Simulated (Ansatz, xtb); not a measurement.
Potential energy curve for NC (cation, charge +1), lowest triplet found (which spin is the ground state isn't settled by this scan).

Levels of theory: UKS-BLYP = unrestricted BLYP/cc-pVDZ (Ansatz, a quantum-chemistry and plane-wave program); GFN1-xTB (xtb); UMP2 = Ansatz with MP2 on UHF/cc-pVDZ, frozen core.

Total energies in hartree (comparable only within one method and basis):

```json
[
 {"R / Å": "1.15", "UKS-BLYP": "-92.18386", "GFN1-xTB": "-4.40621", "UMP2": "-91.92958"},
 {"R / Å": "1.23", "UKS-BLYP": "-92.20284", "GFN1-xTB": "-4.40633", "UMP2": "-91.93662"},
 {"R / Å": "1.28", "UKS-BLYP": "-92.20375", "GFN1-xTB": "-4.39711", "UMP2": "-91.91251"},
 {"R / Å": "1.35", "UKS-BLYP": "-92.19615", "GFN1-xTB": "-4.37710", "UMP2": "-91.91200"},
 {"R / Å": "1.40", "UKS-BLYP": "-92.18665", "GFN1-xTB": "-4.35976", "UMP2": "-91.90800"},
 {"R / Å": "1.45", "UKS-BLYP": "-92.17514", "GFN1-xTB": "-4.34107", "UMP2": "-91.90126"},
 {"R / Å": "1.48", "UKS-BLYP": "-92.16772", "GFN1-xTB": "-4.32953", "UMP2": "-91.89613"},
 {"R / Å": "1.54", "UKS-BLYP": "-92.15684", "GFN1-xTB": "-4.30817", "UMP2": "-91.88405"}
]
```

The scan ran from 1.06 to 5.02 Å; beyond the distances shown full CI changes its symmetry label. The unrestricted determinant behind UMP2 is spin-contaminated at 1.15 to 1.54 Å (<S²> up to 2.4, against 2.00 for a pure triplet).
